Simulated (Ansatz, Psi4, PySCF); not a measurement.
System: H₃BPO₂, net charge 0, doublet state. SMILES: OB(O)[PH]
Geometry from a B3LYP-D3(BJ)/def2-TZVP (Ansatz, an electronic-structure program) optimisation:
```xyz
7

O     -0.5823     1.3612     0.8032
B     -0.4412     0.1605     0.1762
O     -1.5799    -0.5798     0.0575
P      1.2461    -0.5381    -0.5396
H      0.2330     1.8627     0.8740
H     -1.4653    -1.4239    -0.3866
H      2.0437     0.5786    -0.1595
```
Charge 0, spin multiplicity 2.

Quantity: size of the dipole moment, in D. Conventions: no dispersion term unless named; 6-311+G** with 5d, 6d on Na to Ar in Ansatz; spin-orbit terms left out; non-relativistic; 6-31G* and kin with 6d, 5d where marked; UHF or UKS for open shells. Ab initio and DFT rows: single points at B3LYP-D3(BJ) geometries (Ansatz).

| level | program | size of the dipole moment (D) |
|---|---|---|
| PBE/STO-3G | Ansatz | 0.94 |
| BP86/6-31G* (5d) | PySCF | 1.11 |
| B3LYP/6-31G | Ansatz | 1.91 |
| B3LYP/6-31G** | Ansatz | 1.27 |
| wB97X-D/6-31G* | Psi4 | 1.40 |
| wB97X-D/6-311+G** | Psi4 | 1.75 |

No value to compare with is used here. The 6 habitual levels span 0.94 (PBE/STO-3G) to 1.91 D (B3LYP/6-31G).

The levels are drawn from those run, B3LYP/6-31G* more often than the rest, none by its result; left out are runs that failed, that the program found above a lower state of the same kind, or whose <S^2> lies over 0.5 above the pure value.
